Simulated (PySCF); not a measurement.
H3FOSiZn, singlet, geometry from GFN2-xTB (such geometries of metal compounds can be far from the true shape); PySCF with DF-B3LYP/def2-SVPD.

The PySCF input:
```python
from pyscf import gto, scf, dft

mol = gto.M(
    atom='''
Zn   -0.647378    0.435095    0.382866
F    -1.591128    0.909250    1.683177
O     0.645933   -0.465803   -0.235183
Si    1.635560   -1.004423   -1.406747
H     0.840187   -1.711939   -2.414591
H     2.515044   -1.875545   -0.628980
H     2.320955    0.139741   -2.015078
''',
    basis='def2-svpd',
    charge=0,
    spin=0,
    verbose=4,
    max_memory=1800,
)

mf = dft.RKS(mol)
mf.xc = 'b3lyp'
mf = mf.density_fit(auxbasis='def2-universal-jkfit')
mf.kernel()
```

Q: What does PySCF print? Leave out banner, timings and long lists.

A: 
```
PySCF version 2.14.0

[INPUT] verbose = 4
[INPUT] num. atoms = 7
[INPUT] num. electrons = 64
[INPUT] charge = 0
[INPUT] spin (= nelec alpha-beta = 2S) = 0
[INPUT] symmetry False subgroup None
[INPUT] Mole.unit = angstrom
[INPUT] Symbol           X                Y                Z      unit          X                Y                Z       unit  Magmom
[INPUT]  1 Zn    -0.647378000000   0.435095000000   0.382866000000 AA   -1.223367119069   0.822210388168   0.723511882408 Bohr   0.0
[INPUT]  2 F     -1.591128000000   0.909250000000   1.683177000000 AA   -3.006796149127   1.718233478761   3.180743549167 Bohr   0.0
[INPUT]  3 O      0.645933000000  -0.465803000000  -0.235183000000 AA    1.220636464819  -0.880240098001  -0.444431459154 Bohr   0.0
[INPUT]  4 Si     1.635560000000  -1.004423000000  -1.406747000000 AA    3.090760460294  -1.898084383214  -2.658366556554 Bohr   0.0
[INPUT]  5 H      0.840187000000  -1.711939000000  -2.414591000000 AA    1.587723323420  -3.235095851962  -4.562915692840 Bohr   0.0
[INPUT]  6 H      2.515044000000  -1.875545000000  -0.628980000000 AA    4.752744351231  -3.544266384297  -1.188599937829 Bohr   0.0
[INPUT]  7 H      2.320955000000   0.139741000000  -2.015078000000 AA    4.385969297440   0.264072218373  -3.807945539636 Bohr   0.0

nuclear repulsion = 326.65084659833
number of shells = 52
number of NR pGTOs = 214
number of NR cGTOs = 128
basis = def2-svpd
ecp = {}

******** <class 'pyscf.df.df_jk.DFRKS'> ********
method = DFRKS
initial guess = minao
damping factor = 0
level_shift factor = 0
DIIS = <class 'pyscf.scf.diis.CDIIS'>
diis_start_cycle = 1
diis_space = 8
diis_damp = 0
SCF conv_tol = 1e-09
SCF conv_tol_grad = None
SCF max_cycles = 50
direct_scf = False
XC library pyscf.dft.libxc version 7.1.2
    S. Lehtola, C. Steigemann, M. J. T. Oliveira, and M. A. L. Marques,  SoftwareX 7, 1–5 (2018)
XC functionals = b3lyp
    P. J. Stephens, F. J. Devlin, C. F. Chabalowski, and M. J. Frisch,  J. Phys. Chem. 98, 11623 (1994)
radial grids:
    Treutler-Ahlrichs [JCP 102, 346 (1995); DOI:10.1063/1.469408] (M4) radial grids

becke partition: Becke, JCP 88, 2547 (1988); DOI:10.1063/1.454033
pruning grids: <function nwchem_prune>
grids dens level: 3
symmetrized grids: False
atomic radii adjust function: <function treutler_atomic_radii_adjust>
small_rho_cutoff = 0
Set gradient conv threshold to 3.16228e-05
Initial guess from minao.
tot grids = 97592
******** <class 'pyscf.df.df.DF'> ********
auxbasis = def2-universal-jkfit
init E= -2245.19083297802
  HOMO = -0.355372668175498  LUMO = -0.107884278877847  gap/eV = 6.73450
cycle= 1 E= -2245.18033984498  delta_E= 0.0105  |g|= 1.22  |ddm|= 3.13
  HOMO = -0.139589789328245  LUMO = -0.0553710058271326  gap/eV = 2.29171
cycle= 2 E= -2243.96331384614  delta_E= 1.22  |g|= 2.73  |ddm|= 3.45
  HOMO = -0.334785253743363  LUMO = -0.0905385017542057  gap/eV = 6.64629
cycle= 3 E= -2245.41894687404  delta_E= -1.46  |g|= 0.301  |ddm|= 2.59
  HOMO = -0.295817864687721  LUMO = -0.0791826577627681  gap/eV = 5.89494
cycle= 4 E= -2245.43017850276  delta_E= -0.0112  |g|= 0.202  |ddm|= 0.44
  HOMO = -0.304717161982519  LUMO = -0.0823761872500359  gap/eV = 6.05021
cycle= 5 E= -2245.43629125804  delta_E= -0.00611  |g|= 0.0352  |ddm|= 0.153
  HOMO = -0.305582813006431  LUMO = -0.0827475711100671  gap/eV = 6.06366
cycle= 6 E= -2245.43648377605  delta_E= -0.000193  |g|= 0.0126  |ddm|= 0.0329
  HOMO = -0.306490255119871  LUMO = -0.0824145369804414  gap/eV = 6.09741
cycle= 7 E= -2245.43651173463  delta_E= -2.8e-05  |g|= 0.00256  |ddm|= 0.0122
  HOMO = -0.306564646040849  LUMO = -0.0824613029942167  gap/eV = 6.09816
cycle= 8 E= -2245.43651290206  delta_E= -1.17e-06  |g|= 0.000331  |ddm|= 0.00268
  HOMO = -0.306605785873309  LUMO = -0.0824484433546875  gap/eV = 6.09963
cycle= 9 E= -2245.43651292566  delta_E= -2.36e-08  |g|= 6.81e-05  |ddm|= 0.000463
  HOMO = -0.306602527410866  LUMO = -0.0824500440860119  gap/eV = 6.09950
cycle= 10 E= -2245.43651292646  delta_E= -7.98e-10  |g|= 1.28e-05  |ddm|= 0.000105
  HOMO = -0.306600273172767  LUMO = -0.0824507623812512  gap/eV = 6.09942
Extra cycle  E= -2245.43651292639  delta_E= 6.96e-11  |g|= 2.22e-05  |ddm|= 3.51e-05
converged SCF energy = -2245.43651292639
```
